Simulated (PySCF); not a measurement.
B(Cl)(Me)(Et) (C3H8BCl), SMILES CCB(C)Cl.

The structure is a stationary point at r2SCAN-D4/def2-SVP. One conformer was computed; it need not be the lowest.

All values below come from PBE/def2-TZVP (PySCF).

Gas-phase values at a fixed geometry.

Computed frontier levels, gap, dipole moment and polarisability:
* **highest occupied level**: -6.84 eV
* **lowest empty level**: -1.69 eV
* **orbital gap**: 5.14 eV
* **dipole moment**: 1.50 D
* **quadrupole, principal values (traceless, Buckingham form, about the centre of nuclear charge)**: -1.41, 0.05, 1.36 D·Å
* **mean static polarisability**: 65.1 bohr³ (9.65 Å³)
* **polarisability, principal values**: 52.1, 71.3, 72.0 bohr³
